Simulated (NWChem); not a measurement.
Species: GeHBrCl2; SMILES [Cl][GeH]([Cl])[Br]

```xyz
5

Ge     0.4644     0.4190     0.0000
Cl    -0.3535     1.3830    -1.7512
Cl    -0.3535     1.3830     1.7512
Br    -0.1671    -1.7990     0.0000
H      2.0012     0.5435     0.0000
```
Atoms are numbered in this order, from 1.

Computed with NWChem. The geometry was optimised at PBE-D3(BJ)/def2-SVP. Vzz is the largest principal value of the second derivative of the potential at the nucleus (NWChem prints the opposite sign); η is the asymmetry. Non-relativistic.

```csv
level,Vzz Ge1 (a.u.),η Ge1,Vzz Cl3 (a.u.),η Cl3,Vzz Br4 (a.u.),η Br4
PBE0/def2-TZVP,-1.387,0.04,2.721,0.02,5.320,0.02
PBE0/def2-SVP,-1.108,0.01,2.515,0.02,5.279,0.02
Hartree-Fock/cc-pVTZ,(withheld),0.02,(withheld),0.01,(withheld),0.01
Hartree-Fock/def2-SVP,-1.233,0.01,2.463,0.01,5.062,0.01
```

Task: Complete the blanks.

Result: 
- Hartree-Fock/cc-pVTZ, Vzz Ge1 (a.u.): -1.450
- Hartree-Fock/cc-pVTZ, Vzz Cl3 (a.u.): 2.485
- Hartree-Fock/cc-pVTZ, Vzz Br4 (a.u.): 4.973
